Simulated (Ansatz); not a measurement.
`BC1(C)CC1` + HI → `CC1(I)CC1` + BH₃  (substitution at a C–B bond)

Computed with Ansatz on PBE0-D4/def2-TZVP structures; ΔE is electronic, products minus reactants. CCSD(T)/CBS adds triple-zeta CCSD(T) − MP2 to the extrapolated MP2 energy (def2 sets, frozen cores). This one scheme is used for every species. DFT in def2-TZVPP. B3LYP here is the variant with VWN-RPA as its local correlation; programs differ in this. def2 core potentials past Kr. For I outer-core shells are correlated without core-valence functions, which leaves a few kJ/mol of doubt a bond.

| level | ΔE (kJ/mol) | difference from CCSD(T)/CBS |
| --- | --- | --- |
| PBE-D4 | 78.3 | 12.0 |
| B3LYP-D4 | 72.1 | 5.8 |
| ωB97M-V | 75.7 | 9.4 |
| PBE | 81.4 | 15.1 |
| B3LYP | 77.7 | 11.4 |
| MP2/def2-TZVPP | 62.1 | -4.2 |
| CCSD/def2-TZVPP | 70.6 | 4.3 |
| MP2/def2-QZVPP | 60.4 | -5.9 |
| SCS-MP2/def2-QZVPP | 59.7 | -6.6 |
| CCSD/CBS(def2) | 67.8 | 1.5 |
| CCSD(T)/CBS | 66.3 | 0 |

Largest T1 diagnostic among the species: 0.010.

The D4 term adds −5.7 kJ/mol with B3LYP and −2.8 kJ/mol with PBE0; it sums over pairs of atoms, weighted by their polarisabilities, and B3LYP, whose exchange is more repulsive, gets the larger term.
